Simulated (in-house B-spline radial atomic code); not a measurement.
Checks on a self-consistent run for Pr VIII (Pr7+), [Kr] (4d3/2)3 (4d5/2)6 (4f7/2)1 5s2 (5p3/2)3 6s1. Method: Dirac-Hartree-Fock, average of the jj configuration, Fermi nucleus of rms radius 4.8919 fm. Calculated with a B-spline radial code for spherical atoms.

| orbital | q | ε (Eh) | <1/r> | <r²> | small-component weight |
| --- | --- | --- | --- | --- | --- |
| 1s1/2 | 2 | -1556.51689 | 64.6851 | 0.000789373 | 0.0478 |
| 2s1/2 | 2 | -258.31188 | 15.3012 | 0.0124512 | 0.010438 |
| 2p1/2 | 2 | -243.72008 | 15.2412 | 0.00915267 | 0.010433 |
| 2p3/2 | 4 | -225.97623 | 13.7629 | 0.0104021 | 0.0097896 |
| 3s1/2 | 2 | -61.07295 | 5.55501 | 0.0838492 | 0.003243 |
| 3p1/2 | 2 | -54.82920 | 5.4553 | 0.07908 | 0.0031699 |
| 3p3/2 | 4 | -51.25183 | 5.09031 | 0.0863245 | 0.0029987 |
| 3d3/2 | 4 | -40.49814 | 4.93879 | 0.0705832 | 0.0028547 |
| 3d5/2 | 6 | -39.78500 | 4.85079 | 0.0724222 | 0.0028088 |
| 4s1/2 | 2 | -16.33382 | 2.30805 | 0.425184 | 0.0010037 |
| 4p1/2 | 2 | -13.77685 | 2.1986 | 0.453747 | 0.00093114 |
| 4p3/2 | 4 | -13.11319 | 2.09126 | 0.488143 | 0.00088594 |
| 4d3/2 | 3 | -8.97767 | 1.89221 | 0.559432 | 0.00075095 |
| 4d5/2 | 6 | -8.90007 | 1.85838 | 0.574932 | 0.00073145 |
| 4f7/2 | 1 | -4.51262 | 1.48608 | 0.799994 | 0.00048603 |
| 5s1/2 | 2 | -5.17758 | 0.993685 | 2.007 | 0.00027454 |
| 5p3/2 | 3 | -4.24093 | 0.887266 | 2.45525 | 0.0002334 |
| 6s1/2 | 1 | -2.39783 | 0.50997 | 7.34266 | 0.00010059 |

Electron-electron repulsion V_ee = 3139.1644 hartree.

(1) What total energy follows from the eigenvalues?

(2) Does the Dirac virial theorem hold?

(3) What diamagnetic shielding (Lamb formula) and susceptibility (Langevin formula) do the radii give?

## Answers

(1) The eigenvalues count the repulsion twice, so E = Σqε - V_ee = -6081.513 - 3139.164 = -9220.677 hartree; the run printed -9220.677.

(2) For a point nucleus E = -2c²Σq·w, with w the small-component weight. Here Σq·w = 0.24548 and c = 137.0360, so the ratio E/(-2c²Σq·w) is 1.000091; the finite nucleus accounts for the departure from 1.

(3) σ = (α²/3)Σq<1/r> = 377.599/(3·137.036²) = 6702.5 ppm, and χ = -0.79199×10⁻⁶·Σq<r²> = -23.63×10⁻⁶ cm³/mol with Σq<r²> = 29.835 bohr². Both are non-relativistic formulas without the paramagnetism of open shells; for so heavy an element the full relativistic shielding is larger by tens of per cent.
